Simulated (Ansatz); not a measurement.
Consider the ligand exchange at the Al–O bond: `[OH][AlH][AlH2]` + H₂Se → `[AlH2][AlH][SeH]` + H₂O.

Calculated with Ansatz (gas phase, PBE0-D4/def2-TZVP geometries, no zero-point term in ΔE). CCSD(T)/CBS is the MP2 limit (def2-TZVPP, def2-QZVPP) plus CCSD(T) − MP2 in def2-TZVPP, frozen cores. This one scheme is used for every species. Functionals use def2-TZVPP. For Se outer-core shells are correlated without core-valence functions, which leaves a few kJ/mol of doubt a bond. Scalar relativity is left out up to krypton. Each species was taken in one conformer, which may not be the lowest.

Question: Is it downhill or uphill in electronic energy at CCSD(T)/CBS, and by how much? (An estimate is asked.)

Answer: Ansatz gave: Uphill: ΔE = +3.8 kJ/mol.

Question: What do these levels give: BLYP-D4, BHLYP-D4, PBE-QIDH, PBE0, BHLYP, HF/def2-SVP? (Estimate.)

Answer: The calculation gave: BLYP-D4 15.7, BHLYP-D4 10.8, PBE-QIDH 1.9, PBE0 0.7, BHLYP 16.2, HF/def2-SVP 14.0 kJ/mol.

Largest T1 diagnostic among the species: 0.013.

The D4 term adds −3.9 kJ/mol with B3LYP and −2.2 kJ/mol with PBE0; it sums over pairs of atoms, weighted by their polarisabilities, and B3LYP, whose exchange is more repulsive, gets the larger term. At CCSD(T), def2-SVP lies +11.4 kJ/mol from the extrapolated value and def2-TZVPP +5.1 kJ/mol.

B3LYP here is the variant with VWN-RPA as its local correlation; programs differ in this.
